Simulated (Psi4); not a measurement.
Method: Psi4 1.11 with SAPT0/jun-cc-pVDZ, frozen core.

Psi4 input:

```
molecule {
0 1
F -0.91269824 -0.78691536 -0.53763594
C 0.00314244 0.05203594 -0.03445135
F 1.18911820 -0.57207539 -0.02060202
F -0.33730354 0.34663134 1.22778407
H 0.05774113 0.96032346 -0.63509477
--
0 1
Si 2.68644125 -0.35529889 3.43381762
Si 1.30292566 -2.21977277 3.10906608
H 2.47410942 0.63756097 2.35254594
H 4.11191983 -0.76515083 3.42770316
H 2.38415357 0.28916842 4.73508398
H -0.12306597 -1.81223300 3.13060940
H 1.52644496 -3.21932466 4.18188681
H 1.59453988 -2.85525930 1.80096688
units angstrom
symmetry c1
no_reorient
no_com
}
set basis jun-cc-pvdz
set scf_type df
set freeze_core true
energy('sapt0')
```

Part of the output:

```
    SAPT Results
  --------------------------------------------------------------------------------------------------------
    Electrostatics                 -1.78556687 [mEh]      -1.12046013 [kcal/mol]      -4.68800518 [kJ/mol]
      Elst10,r                     -1.78556687 [mEh]      -1.12046013 [kcal/mol]      -4.68800518 [kJ/mol]

    Exchange                        4.32799315 [mEh]       2.71585670 [kcal/mol]      11.36314444 [kJ/mol]
      Exch10                        4.32799315 [mEh]       2.71585670 [kcal/mol]      11.36314444 [kJ/mol]
      Exch10(S^2)                   4.32238666 [mEh]       2.71233858 [kcal/mol]      11.34842462 [kJ/mol]

    Induction                      -0.29521925 [mEh]      -0.18525288 [kcal/mol]      -0.77509804 [kJ/mol]
      Ind20,r                      -1.50476223 [mEh]      -0.94425255 [kcal/mol]      -3.95075269 [kJ/mol]
      Exch-Ind20,r                  1.45332006 [mEh]       0.91197211 [kcal/mol]       3.81569129 [kJ/mol]
      delta HF,r (2)               -0.24377708 [mEh]      -0.15297243 [kcal/mol]      -0.64003664 [kJ/mol]

    Dispersion                     -2.31651560 [mEh]      -1.45363548 [kcal/mol]      -6.08201087 [kJ/mol]
      Disp20                       -2.58079622 [mEh]      -1.61947408 [kcal/mol]      -6.77587953 [kJ/mol]
      Exch-Disp20                   0.26428062 [mEh]       0.16583859 [kcal/mol]       0.69386867 [kJ/mol]
      Disp20 (SS)                  -1.29039811 [mEh]      -0.80973704 [kcal/mol]      -3.38793977 [kJ/mol]
      Disp20 (OS)                  -1.29039811 [mEh]      -0.80973704 [kcal/mol]      -3.38793977 [kJ/mol]
      Exch-Disp20 (SS)              0.14517385 [mEh]       0.09109797 [kcal/mol]       0.38115389 [kJ/mol]
      Exch-Disp20 (OS)              0.11910677 [mEh]       0.07474062 [kcal/mol]       0.31271477 [kJ/mol]

  Total HF                          2.24720702 [mEh]       1.41014370 [kcal/mol]       5.90004122 [kJ/mol]
  Total SAPT0                      -0.06930858 [mEh]      -0.04349179 [kcal/mol]      -0.18196964 [kJ/mol]
```
